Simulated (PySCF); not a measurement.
```xyz
15

C     -1.1185    -0.5844    -0.7102
C     -0.0281    -0.0656     0.2275
C      0.1867     1.4356     0.0340
C      1.2729    -0.8312     0.0237
O     -0.4028    -0.3264     1.5923
H     -0.8414    -0.4394    -1.7562
H     -1.2875    -1.6481    -0.5391
H     -2.0595    -0.0549    -0.5383
H     -0.7417     1.9846     0.2131
H      0.5148     1.6596    -0.9829
H      0.9410     1.8010     0.7316
H      1.6441    -0.6964    -0.9932
H      1.1152    -1.8958     0.1996
H      2.0317    -0.4772     0.7223
H     -1.2270     0.1386     1.7757
```

Charge 0, multiplicity 1.

Problem. Give the Mulliken and meta-Löwdin atomic charges from M06-2X/def2-TZVP // B3LYP-D3(BJ)/def2-TZVP (PySCF).

Solution. 
| atom | Mulliken (e) | meta-Löwdin (e) |
|---|---|---|
| C1 | -0.43 | -0.35 |
| C2 | 0.12 | 0.27 |
| C3 | -0.43 | -0.35 |
| C4 | -0.40 | -0.33 |
| O5 | -0.46 | -0.56 |
| H6 | 0.14 | 0.11 |
| H7 | 0.16 | 0.11 |
| H8 | 0.13 | 0.10 |
| H9 | 0.13 | 0.10 |
| H10 | 0.14 | 0.11 |
| H11 | 0.16 | 0.11 |
| H12 | 0.13 | 0.11 |
| H13 | 0.15 | 0.12 |
| H14 | 0.15 | 0.12 |
| H15 | 0.31 | 0.33 |
